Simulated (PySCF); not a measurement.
MgH2, SMILES [MgH2]. The structure is a stationary point at PBE0-D3(BJ)/def2-TZVPD.

Calculation: PBE0-D3(BJ)/def2-TZVPD (PySCF 2.14.0).

Harmonic wavenumbers (cm⁻¹): 441, 441, 1603, 1630. Rotational constants (GHz): 86.13 (linear); symmetry number 2.

Work out the zero-point energy and the ideal-gas rigid-rotor harmonic-oscillator thermochemistry at 298.15 K and 1 atm.

ZPE = ½ Σ hcν = ½ × 4114 cm⁻¹ = 24.61 kJ/mol. H − E(el) = 34.73 kJ/mol. Entropy in J/(mol K): translation 149.53, rotation 38.12, vibration 6.96, total 194.62. G − E(el) = -23.30 kJ/mol. Cp = 41.07 J/(mol K).
